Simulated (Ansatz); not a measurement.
GeMe3(OSiMe3) (C6H18GeOSi). Charge 0, multiplicity 3. Geometry PBE0-D4/def2-SVP, that of the neutral singlet; atoms count from 1.

Cartesian coordinates in Å:
```
Ge 0.628 1.518 -0.217
C -0.043 2.987 -1.296
H -0.121 2.680 -2.349
H 0.627 3.857 -1.231
H -1.043 3.286 -0.947
C 0.697 1.974 1.677
H 1.353 2.843 1.843
H 1.083 1.132 2.269
H -0.310 2.223 2.045
C 2.355 0.874 -0.852
H 2.265 0.496 -1.881
H 2.727 0.058 -0.214
H 3.099 1.685 -0.842
O -0.567 0.210 -0.430
Si -0.853 -1.363 0.018
C 0.501 -2.485 -0.649
C -2.507 -1.848 -0.715
C -0.911 -1.506 1.893
H 0.289 -3.541 -0.419
H 1.482 -2.239 -0.213
H 0.587 -2.389 -1.744
H -2.488 -1.756 -1.813
H -2.767 -2.889 -0.464
H -3.308 -1.195 -0.337
H 0.063 -1.266 2.347
H -1.659 -0.818 2.317
H -1.179 -2.529 2.203
```

At PBE0-D4/def2-TZVP a singlet of charge 0 lies 6.98 eV below the triplet at the same geometry.

Problem. Estimate the Mulliken populations from the PBE0/def2-TZVP orbitals of Ansatz.

Solution. 
```tsv
atom	charge (e)	spin (α − β)
Ge1	0.19	0.28
C2	-0.34	-0.11
H3	0.10	0.05
H4	0.08	0.07
H5	0.10	0.05
C6	-0.13	-0.13
H7	0.06	0.12
H8	0.03	0.13
H9	0.04	0.12
C10	-0.11	-0.17
H11	0.04	0.13
H12	0.01	0.16
H13	0.05	0.13
O14	-0.12	0.36
Si15	0.18	0.30
C16	-0.21	-0.08
C17	-0.35	-0.11
C18	-0.20	-0.11
H19	0.07	0.11
H20	0.04	0.12
H21	0.06	0.10
H22	0.10	0.04
H23	0.08	0.06
H24	0.10	0.05
H25	0.02	0.13
H26	0.06	0.10
H27	0.07	0.11
```
Mulliken values and Mayer orders depend strongly on the basis.

Problem. Where does the spin sit?

Solution. Summed by element: Ge 0.28, C -0.71, H 1.77, O 0.36, Si 0.30, of 2 unpaired in all. Largest on single atoms: O14 0.36, Si15 0.30, Ge1 0.28.

Problem. And the Mayer bond orders between bonded heavy atoms (over 0.3)?

Solution. Ge1–C2 0.93 (1.94 Å); Ge1–C6 0.63 (1.95 Å); Ge1–C10 0.61 (1.95 Å); Ge1–O14 0.71 (1.78 Å); O14–Si15 0.94 (1.66 Å); Si15–C16 0.77 (1.88 Å); Si15–C17 0.97 (1.87 Å); Si15–C18 0.76 (1.88 Å).
